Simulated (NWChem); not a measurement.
Species: AlAsH₂F₂; SMILES [F][Al]([AsH2])[F]

```xyz
6

Al    -0.0726     1.0659     0.0317
As    -0.1735    -1.3293     0.1569
H      0.4950    -1.4228    -1.2112
H     -1.5747    -1.2954    -0.4457
F     -1.3422     2.0166     0.5158
F      1.3005     1.8542    -0.4620
```
Atoms are numbered in this order, from 1.

Computed with NWChem. All runs use the structure optimised with PBE0/def2-SVP. Vzz is the largest principal value of the second derivative of the potential at the nucleus (NWChem prints the opposite sign); η is the asymmetry. Non-relativistic.

For level Hartree-Fock/def2-TZVP:

| Item | Result |
|---|---|
| Vzz Al1 (a.u.) | 1.120 |
| Vzz As2 (a.u.) | -1.986 |

### Question
How do the values read with level PBE0/def2-TZVP instead?

### Answer
The vzz Al1 (a.u.) is 1.030 and the vzz As2 (a.u.) is -1.540.
